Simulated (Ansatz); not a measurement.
Start from `[NH2][Ge]([Cl])([Cl])[Cl]` and change one atom or group to get `[Cl][Ge]([Cl])([Cl])[I]`.

Ansatz, PBE0-D4/def2-TZVP geometries, multiplicity 1. Each molecule was computed in one conformer, which needn't be the lowest.

Elements past krypton have def2 core potentials. Scalar relativity is left out up to krypton.

| property | `[NH2][Ge]([Cl])([Cl])[Cl]` |
| --- | --- |
| HOMO–LUMO gap (PBE/def2-TZVPP) / eV | 4.75 |
| LUMO energy (ωB97M-V/def2-TZVPP) / eV | 0.74 |
| LUMO energy (B3LYP/def2-TZVPP) / eV | -1.65 |
| LUMO energy (PBE0/def2-TZVPP) / eV | -1.32 |
| zero-point energy (PBE0-D4/def2-TZVP) / kJ/mol | 79.5 |
| HOMO–LUMO gap (PBE0/def2-TZVPP) / eV | 7.25 |

Problem. What does the change do to each property? (An estimate is asked.)

Solution. Ansatz gave: 
| property | `[Cl][Ge]([Cl])([Cl])[I]` | shift |
| --- | --- | --- |
| HOMO–LUMO gap (PBE/def2-TZVPP) / eV | 3.70 | -1.05 |
| LUMO energy (ωB97M-V/def2-TZVPP) / eV | -0.72 | -1.46 |
| LUMO energy (B3LYP/def2-TZVPP) / eV | -2.95 | -1.30 |
| LUMO energy (PBE0/def2-TZVPP) / eV | -2.68 | -1.36 |
| zero-point energy (PBE0-D4/def2-TZVP) / kJ/mol | 13.3 | -66.2 |
| HOMO–LUMO gap (PBE0/def2-TZVPP) / eV | 5.75 | -1.50 |

With PBE0 the HOMO rises by 0.15 eV and the LUMO falls by 1.36 eV, so the gap narrows by about 1.51 eV. PBE moves the HOMO by -0.16 eV and ωB97M-V by 0.35 eV. The zero-point energy changes by -66.2 kJ/mol with -6 modes.

B3LYP here is the variant with VWN-RPA as its local correlation; programs differ in this.

Spin–orbit coupling is left out; it splits and shifts lone-pair levels of the heavy atoms by tenths of an eV.
